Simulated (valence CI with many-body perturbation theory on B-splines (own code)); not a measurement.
Results of a calculation; reference values are marked as such.
Run record, Hg58+

Level of theory: configuration interaction combined with many-body perturbation theory (CI+MBPT): four valence electrons over a frozen Dirac-Fock core [Ar], a basis of 9 s, 9 p, 10 d, 8 f, 5 g, 3 h, 1 i functions for each j, with the one-electron correlation potential Σ1 (screened to all orders), the two-electron term Σ2, the three-electron term Σ3, Breit, model QED; selected single and double excitations, second order for the rest (own B-spline code, finite nucleus).

Command, and the settings that its task file holds:

```sh
python run_cv.py task.json out
```

```
atom Hg  Z=80  mass_number=202  rms_radius_fm=5.4648
core [Ar]
valence 3d4
avg = 1
basis = L
breit = 1
cap = 40000
capref = 1200
cscale = 1
de = 0.0
dress = 0
eps = 2e-08
h = 0.27
hh = 1
l2 = 3
lcore = 6
maxit = 60
n2 = 5
natural = 1
nlev = 60
nno = [6, 6, 7, 6, 4, 3, 1]
nroot = 26
nsp = [3, 3, 3, 2, 1, 0, 0]
pt2 = 1
qed = 1
rpa = 1
s1 = 1
s2 = 1
s3 = 1
screen = 1
tol = 2e-05
```

It took 85 s on 1 thread of Arm Neoverse V2, on a shared host.

Log. The first blocks belong to the next ion, which gives the ionisation energy. Fields: 2J, parity (1 odd), roots, reference size, generating configurations, candidates as configurations/state functions, variational space P, stored matrix elements, Davidson steps; e2 is the range of second-order energies in hartree. The first line gives the box (bohr), its intervals, the orbitals and the steps of their self-consistent field. Window is the range of levels sought, series limit the energy at which the first omitted orbital would enter, core excitation an estimate of the first excitation out of the core, left out the lowest levels not solved, and shifts from estimates the range by which levels moved from their first estimate, all in cm⁻¹.

```
rmax 1.9 intervals 55 orbitals 81 references ['3d4', '3d3 4s', '3d3 4p'] scf 3 t 0.9
2J=3 par=0 roots 2 ref 41 generators 3 cand 3047/7521 P 1471/3720 nnz 3.9e+06 it 4
2J=3 par=0 roots 2 ref 41 generators 4 cand 1598/3842 P 1933/4978 nnz 6.6e+06 it 4
   second order: generators 5 cand 2560/5849 e2 -0.00001 -0.00001
reference levels 704, estimated 31, window 2159105 1/cm; series limit 37485389, core excitation 2698882
2J=0 par=0 roots 4 ref 19 generators 4 cand 3173/5611 P 3140/5911 nnz 6.8e+06 it 4
2J=0 par=0 roots 4 ref 19 generators 4 cand 1247/2219 P 3721/7007 nnz 9.6e+06 it 4
   second order: generators 6 cand 5170/13320 e2 -0.00001 -0.00000
2J=2 par=0 roots 3 ref 43 generators 3 cand 4277/19669 P 1498/7998 nnz 1.6e+07 it 4
2J=2 par=0 roots 3 ref 43 generators 3 cand 3222/14205 P 3264/16479 nnz 5.9e+07 it 4
   second order: generators 3 cand 1456/5724 e2 -0.00002 -0.00001
2J=8 par=0 roots 5 ref 48 generators 4 cand 4552/35072 P 937/7993 nnz 1.6e+07 it 4
2J=8 par=0 roots 5 ref 48 generators 4 cand 3914/29626 P 2955/23665 nnz 1.2e+08 it 5
   second order: generators 4 cand 1896/13954 e2 -0.00012 -0.00007
2J=4 par=0 roots 6 ref 61 generators 4 cand 4582/30371 P 1050/8000 nnz 1.6e+07 it 4
2J=4 par=0 roots 6 ref 61 generators 4 cand 3849/24929 P 3498/24427 nnz 1.2e+08 it 5
   second order: generators 4 cand 1401/8502 e2 -0.00005 -0.00002
2J=6 par=0 roots 4 ref 57 generators 3 cand 4613/35106 P 910/7988 nnz 1.6e+07 it 5
2J=6 par=0 roots 4 ref 57 generators 3 cand 3993/29667 P 2876/23589 nnz 1.2e+08 it 5
   second order: generators 3 cand 2027/14066 e2 -0.00009 -0.00006
2J=10 par=0 roots 2 ref 29 generators 2 cand 4310/30429 P 935/7993 nnz 1.7e+07 it 4
2J=10 par=0 roots 2 ref 29 generators 2 cand 3690/24962 P 2793/22353 nnz 1.2e+08 it 5
   second order: generators 2 cand 1832/10602 e2 -0.00004 -0.00003
2J=12 par=0 roots 2 ref 15 generators 2 cand 3815/23878 P 1189/7985 nnz 1.7e+07 it 4
2J=12 par=0 roots 2 ref 15 generators 2 cand 3044/18407 P 2960/18972 nnz 8.5e+07 it 4
   second order: generators 2 cand 1273/7420 e2 -0.00003 -0.00002
left out: unestimated 3420926, estimated 2654061, shifts from estimates -309 to 48
operators 1.3
```

The Davidson iterations converged.

The last digits are not significant, and no measured levels were compared; by estimate large intervals hold to a few tenths of a per cent, small ones and those within an open d or f shell to about a per cent. The list stops below the first excitations out of the core. Only levels of the ground parity were solved; by the run's estimate the other parity begins above the list, which can be wrong where configurations are misplaced.

* Valence energy: -922.4572 hartree
* Ionisation energy: 6042.4 eV (NIST: 6041 ± 6 eV (theoretical))
* Reference configurations for the orbitals: 3d4, 3d3 4s, 3d3 4p
* Radial orbitals: 81
* Box radius: 1.942 bohr
* Largest variational space: 24427
* Lowest levels: (3d3/2^4) J=0 0.00, (3d3/2^3 3d5/2) J=1 95.79, (3d3/2^3 3d5/2) J=4 108.53, (3d3/2^3 3d5/2) J=2 112.98, (3d3/2^3 3d5/2) J=3 116.48, (3d3/2^2 3d5/2^2) J=2 [a] 201.02, (3d3/2^2 3d5/2^2) J=0 201.10, (3d3/2^2 3d5/2^2) J=4 [a] 203.97, (3d3/2^2 3d5/2^2) J=3 [a] 206.40, (3d3/2^2 3d5/2^2) J=5 209.83, (3d3/2^2 3d5/2^2) J=6 212.73, (3d3/2^2 3d5/2^2) J=1 216.56, (3d3/2^2 3d5/2^2) J=3 [b] 219.11, (3d3/2^2 3d5/2^2) J=4 [b] 219.77 eV

Levels are named by their leading jj configuration (3d3/2^4 stands for four electrons in 3d with j = 3/2), which in mixed levels can hold well under half, so a name can repeat and another be missing. Letters in brackets count levels of one name in rising energy.
